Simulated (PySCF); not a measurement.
Worked example: oscillator strength and radiative lifetime

C₅H₅F, SMILES C=C=C/C=C/F.

Geometry optimised at B3LYP-D3(BJ)/def2-SVP. The structure was generated by enumeration; whether it is a known compound was not checked. The values are those of a single conformer.

TDA-PBE/def2-SVPD in PySCF puts the first singlet state with f over 0.02 at 5.38 eV (vertical), with the transition dipole (0.067, -1.939, 0.000) in atomic units.

Q: Find the oscillator strength, the wavelength and the radiative lifetime that this transition would have in vacuum if emission retraced absorption.

A: 
|μ|² = 3.7642 au, so |μ| = 4.93 D. ΔE = 5.38/27.211 = 0.1977 hartree. f = (2/3) ΔE |μ|² = 0.496 (the program prints 0.496).
λ = 1239.84/5.38 = 230 nm; ν = 43393 cm⁻¹.
Einstein's coefficient A = 0.6670 ν² f s⁻¹ (ν in cm⁻¹) = 6.2e8 s⁻¹, so τ = 1/A = 1.6 ns. This state is S3; the lower singlets have f = 0.000, 0.000. The figure is the radiative limit of this one transition; relaxation, internal conversion, crossing to triplets and a medium change what is measured.
